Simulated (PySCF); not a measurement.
From one molecule to another.

First species: C2H10O2Si2.
SMILES: `CC[Si@@H](O)O[SiH3]`

Second species: C2H10O2Si2.
InChI=1S/C2H10O2Si2/c1-4-2-5-6-3/h3H,2,5-6H2,1H3

Levels: CAM-B3LYP/def2-SVPD for dipole moment, HOMO energy, LUMO energy, HOMO–LUMO gap, static isotropic polarisability and electronic spatial extent ⟨r²⟩ about the centre of nuclear charge; TDDFT CAM-B3LYP/def2-SVPD for lowest singlet excitation; TDA CAM-B3LYP/def2-SVPD for lowest triplet excitation (Tamm–Dancoff); GFN2-xTB for rotational constant A and rotational constant C. Geometries: GFN2-xTB. Each structure is a single optimised conformer of the isolated species, non-relativistic unless stated; the electronic structure was computed with PySCF and density fitting.

The conformers computed, where there is a choice (atom-mapped SMILES and torsion angles):
- `[CH3:1][CH2:2][Si@@H:3]([OH:4])[O:5][SiH3:6]`: C1–C2–Si3–O4 64°, C2–Si3–O5–Si6 58°, H–O4–Si3–C2 162°
- `[CH3:1][O:2][CH2:3][SiH2:4][SiH2:5][OH:6]`: C1–O2–C3–Si4 180°, O2–C3–Si4–Si5 42°, C3–Si4–Si5–O6 -45°, H–O6–Si5–Si4 28°

```tsv
property	column X	column Y
dipole moment	0.69 D	3.05 D
HOMO energy	-9.35 eV	-9.21 eV
LUMO energy	0.84 eV	0.59 eV
HOMO–LUMO gap	10.19 eV	9.80 eV
lowest singlet excitation	7.31 eV	6.45 eV
lowest triplet excitation (Tamm–Dancoff)	7.04 eV	5.78 eV
static isotropic polarisability	80.7 au	89.0 au
electronic spatial extent ⟨r²⟩ about the centre of nuclear charge	1249 bohr²	1141 bohr²
rotational constant A	4.180 GHz	2.944 GHz
rotational constant C	0.965 GHz	1.067 GHz
```

Which column belongs to which species?

Column X is the first species and column Y the second. The first has 16 atoms and 66 electrons, the second 16 and 66.

How does each property change from the first species to the second?

dipole moment +2.36 D; HOMO energy +0.14 eV; LUMO energy -0.25 eV; HOMO–LUMO gap -0.39 eV; lowest singlet excitation -0.86 eV; lowest triplet excitation (Tamm–Dancoff) -1.26 eV; static isotropic polarisability +8.3 au; electronic spatial extent ⟨r²⟩ about the centre of nuclear charge -108 bohr²; rotational constant A -1.236 GHz; rotational constant C +0.102 GHz.

On the first: S1 lies 2.88 eV below the HOMO–LUMO gap; its leading configuration is HOMO→LUMO, weight 0.72. The principal polarisabilities are 73.2, 77.6 and 91.4 au; their mean is the isotropic value.

On the second: The principal polarisabilities are 76.8, 90.8 and 99.3 au; their mean is the isotropic value. The polarisability is 13.19 Å³ as a volume (1 au = 0.148185 Å³), or 1.35 au for each of the 66 electrons.
